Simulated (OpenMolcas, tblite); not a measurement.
**A ladder of methods for GaH2O2F (SMILES [OH][Ga]([OH])[F])**

GaH2O2F has 6 atoms, charge 0, and is taken as a singlet. As SMILES, `[OH][Ga]([OH])[F]`. The coordinates come from a PBE0-D4/def2-TZVP relaxation. This is one conformer, not always the lowest.

Quantity: the vertical ionisation energy (to the doublet cation), in eV. The values are calculated.

```csv
level,kind,program,value (eV),less CCSD(T)/6-31G*,CPU time (all runs)
IPEA1-xTB,semi-empirical,tblite,17.12,+5.28,under 2 s
HF/6-31G* (spherical functions),Hartree–Fock,OpenMolcas,10.81,-1.03,19 s
SVWN5/6-31G* (spherical functions),LDA,OpenMolcas,11.81,-0.03,64 s
PBE/6-31G* (spherical functions),GGA,OpenMolcas,11.03,-0.81,2 min
r2SCAN/6-31G* (spherical functions),meta-GGA,OpenMolcas,11.32,-0.52,2.5 min
B3LYP/6-31G* (Cartesian functions),global hybrid,OpenMolcas,11.49,-0.35,83 s
"CCSD(T)/6-31G* (spherical functions), open shells restricted",coupled cluster or CI,OpenMolcas,11.84,0.00,2.7 min
```

CCSD(T)/6-31G* (spherical functions), open shells restricted is the highest level here, not the true value. All-electron rows without a relativistic Hamiltonian named are non-relativistic. The values span 10.81 to 17.12 eV. The xTB values lack the empirical shift that such differences need. In the correlated wave-function rows the outer d shell of Ga is correlated, in sets not made for it. CPU times are rough (shared hosts, several kinds of processor and program).
